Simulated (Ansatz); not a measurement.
Consider the cleavage of the Si–Si bond: `N[Si]([SiH3])(Cl)Cl` + NH₃ → `N[Si](N)(Cl)Cl` + SiH₄.

Calculated with Ansatz (gas phase, PBE0-D4/def2-TZVP geometries, no zero-point term in ΔE). CCSD(T)/CBS is the MP2 limit (def2-TZVPP, def2-QZVPP) plus CCSD(T) − MP2 in def2-TZVPP, frozen cores. This one scheme is used for every species. DFT in def2-TZVPP. One conformer a species, not always the lowest.

`N[Si]([SiH3])(Cl)Cl`:

```xyz
10

N    -0.203    1.557   -0.888
Si   -0.548   -0.069   -0.539
Si    0.707   -0.862    1.259
Cl   -2.559   -0.144   -0.139
Cl   -0.215   -1.356   -2.124
H     0.745    1.845   -1.073
H    -0.870    2.117   -1.395
H     0.350   -0.120    2.495
H     2.151   -0.656    0.962
H     0.443   -2.311    1.442
```

NH₃:

Z-matrix (Å, degrees):
```
N
H 1 1.013
H 1 1.013 2 107.1
H 1 1.013 2 107.1 3 -114.5
```

`N[Si](N)(Cl)Cl`:

Cartesian coordinates in Å:
```
N -1.040 1.039 -0.068
Si -0.182 -0.416 -0.053
N 1.457 -0.085 0.188
Cl -0.667 -1.758 1.428
Cl -0.686 -1.337 -1.821
H -0.951 1.683 0.701
H -1.936 1.100 -0.520
H 2.072 -0.790 0.559
H 1.933 0.564 -0.416
```

SiH₄:

Cartesian coordinates in Å:
```
Si 0.000 0.000 0.000
H 1.000 0.442 1.004
H 0.190 -1.445 -0.285
H 0.178 0.779 -1.251
H -1.368 0.224 0.533
```

| species | r2SCANh energy (Eh) |
| --- | --- |
| `N[Si]([SiH3])(Cl)Cl` | -1557.20713 |
| NH₃ | -56.54562 |
| `N[Si](N)(Cl)Cl` | -1321.92947 |
| SiH₄ | -291.85305 |

(1) Work out ΔE.

Largest T1 diagnostic among the species: 0.011.

Results:

(1) ΔE = (-1321.92947) + (-291.85305) − (-1557.20713) − (-56.54562) = -0.02977 Eh = -18.7 kcal/mol. CCSD(T)/CBS gives -18.6 kcal/mol.

In def2-TZVPP, CCSD(T) changes the Hartree–Fock value by +4.3 kcal/mol (the triples alone add +0.7 kcal/mol) and MP2 by +3.0 kcal/mol. From BLYP to BHLYP (50 % exact exchange), in def2-TZVPP and without D4, ΔE moves by −3.9 kcal/mol. At CCSD(T), def2-SVP lies −0.8 kcal/mol from the extrapolated value and def2-TZVPP −0.6 kcal/mol.
